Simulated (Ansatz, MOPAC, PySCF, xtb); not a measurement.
Noncovalent pair: H2S (SMILES S) (first 3 atoms) with AsH3 (SMILES [AsH3]); geometry from B3LYP-D3(BJ)/def2-TZVP, rigid monomers moved along the line of their centres of mass till S1···As4 is 3.39 Å.
(charge 0, multiplicity 1):
```tsv
atom	x (Å)	y (Å)	z (Å)
S	-0.2802	0.3788	0.3564
H	-0.4254	-0.9557	0.3469
H	1.0057	0.2911	0.7316
As	-0.0579	-0.5403	3.6138
H	-1.5273	-0.7821	3.2954
H	-0.2651	0.9644	3.7191
H	-0.2847	-0.7409	5.1114
```

Interaction energies are E(AB) − E(A) − E(B) at the monomers' geometry in the complex; basis-set methods are counterpoise corrected.

Rows in 6-31G* carry no dispersion term and start afresh at each structure (6-31G* with six Cartesian d functions); the Pople sets are all-electron and without relativity. MP2/6-31G* freezes PySCF's default core, which leaves 3d correlated. The state that PM6 reach isn't checked.

Programs: Ansatz (Gaussian orbitals); MOPAC for PM6 (differences of heats of formation); PySCF for 6-31G* rows; xtb for the GFN methods. Values without a source in brackets are computed.

### Question
One of these levels gives 136.6 meV for the interaction energy. Name it.
(A) PM6
(B) MP2/6-31G*
(C) GFN-FF
(D) HF/def2-SVPD

### Answer
D, HF/def2-SVPD. The others give -61.8 (GFN-FF), -5.4 (PM6), 86.6 (MP2/6-31G*)

Ansatz is a first-principles code.
